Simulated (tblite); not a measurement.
Compound: C7H13P.
Cartesian coordinates in Å at the GFN2-xTB level; atoms count from 1:
```
atom  x, y, z in Å
C1    -1.961   -1.220    0.853
C2    -1.357   -0.418   -0.296
C3    -2.112    0.898   -0.493
C4     0.102   -0.123   -0.103
C5     0.882   -0.432    0.927
C6     2.309    0.016    0.859
C7     2.614    0.320   -0.610
P8     1.007    0.782   -1.430
H9    -1.442   -2.168    0.977
H10   -1.898   -0.660    1.783
H11   -3.010   -1.427    0.649
H12   -1.452   -1.004   -1.220
H13   -3.169    0.709   -0.670
H14   -1.707    1.439   -1.348
H15   -2.014    1.523    0.392
H16    0.547   -0.956    1.808
H17    2.987   -0.742    1.258
H18    2.429    0.918    1.470
H19    2.982   -0.580   -1.112
H20    3.361    1.104   -0.742
H21    0.894    2.036   -0.796
```

All values are computed: GFN2-xTB (tblite) harmonic vibrations without scaling, gas phase. Errors from tens to a few hundred cm⁻¹ against measured bands are possible. Modes of hydrogen on phosphorus can be 10 to 20 % off. One conformer, not necessarily the lowest.

Harmonic wavenumbers (cm⁻¹): 44.2, 116.6, 167.8, 193.7, 232.2, 273.1, 294.8, 320.4, 409.4, 425.6, 524.6, 603.5, 670.6, 687.7, 760.8, 787.8, 855.2, 861.0, 912.9, 943.0, 963.9, 980.7, 986.4, 1037.2, 1071.7, 1101.4, 1127.1, 1146.6, 1156.2, 1192.1, 1230.9, 1259.5, 1292.9, 1294.6, 1323.0, 1399.6, 1413.6, 1447.4, 1473.7, 1491.3, 1494.9, 1505.0, 1509.0, 1683.3, 2176.8, 2893.3, 2918.2, 2941.3, 2968.7, 2981.8, 3006.4, 3024.5, 3028.0, 3031.0, 3035.0, 3038.3, 3083.2.

A = 2926, B = 1248, C = 955.9 MHz; mass 128.075 u (most abundant isotopes); point group C1, symmetry number 1.

Question: Zero-point energy?

Answer: Half the sum of the wavenumbers: 39397 cm⁻¹ = 112.64 kcal/mol.

Question: Give the ideal-gas entropy at 273.15 K and 1 bar in the rigid-rotor, harmonic-oscillator model (classical rotation).

Answer: Translation 40.05, rotation 28.65, vibration 22.15: S = 90.9 cal/(mol K).

Question: And Cp and H(273.15 K) − H(0)?

Answer: Cp = 34.45 cal/(mol K), of which vibrations give 26.50 (their classical limit is 57 R = 113.3); H(273.15 K) − H(0) = 5.56 kcal/mol without the zero-point energy, 3.39 from vibrations.

Question: Blend soft modes into free rotors: weight 1/[1 + (100 cm⁻¹/ν̃)⁴] for the oscillator and the rest for a rotor with moment μB/(μ + B), μ = h/(8π²ν), B = 10⁻⁴⁴ kg m². What vibrational entropy results?

Answer: 20.79 cal/(mol K) in place of 22.15, which changes −T·S at 273.15 K by +0.37 kcal/mol.

Question: What must be added to the electronic energy to get the Gibbs energy at 273.15 K and 1 bar?

Answer: ZPE + [H(273.15 K) − H(0)] − T·S = 112.64 + 5.56 − 24.82 = 93.38 kcal/mol.

Question: How do the functions run with temperature in this model?

Answer: 
```json
{"T (K)": "150", "S (cal/(mol K))": "74.5", "Cp (cal/(mol K))": "21.7", "H − H(0) (kcal/mol)": "2.13", "G − H(0) (kcal/mol)": "-9.05", "ln q(vib)": "2.20"}
{"T (K)": "250", "S (cal/(mol K))": "87.9", "Cp (cal/(mol K))": "31.9", "H − H(0) (kcal/mol)": "4.79", "G − H(0) (kcal/mol)": "-17.19", "ln q(vib)": "4.39"}
{"T (K)": "298.15", "S (cal/(mol K))": "94.0", "Cp (cal/(mol K))": "37.3", "H − H(0) (kcal/mol)": "6.45", "G − H(0) (kcal/mol)": "-21.57", "ln q(vib)": "5.49"}
{"T (K)": "400", "S (cal/(mol K))": "106.6", "Cp (cal/(mol K))": "48.7", "H − H(0) (kcal/mol)": "10.84", "G − H(0) (kcal/mol)": "-31.79", "ln q(vib)": "7.89"}
{"T (K)": "600", "S (cal/(mol K))": "129.9", "Cp (cal/(mol K))": "66.8", "H − H(0) (kcal/mol)": "22.49", "G − H(0) (kcal/mol)": "-55.47", "ln q(vib)": "12.80"}
{"T (K)": "900", "S (cal/(mol K))": "160.7", "Cp (cal/(mol K))": "84.6", "H − H(0) (kcal/mol)": "45.41", "G − H(0) (kcal/mol)": "-99.19", "ln q(vib)": "20.12"}
```

q(vib) and H(0) count from the zero-point level.

Hindered rotation and anharmonicity are outside this model. Other conformers, if any are populated, would add a mixing term that is left out. The structure is chiral; the term R ln 2 for an equal mix with its mirror image is left out.

The run took 0.83 s of wall time on an Arm Neoverse V1 with one thread, no GPU, on a shared host. The figure is for the frequency step alone.
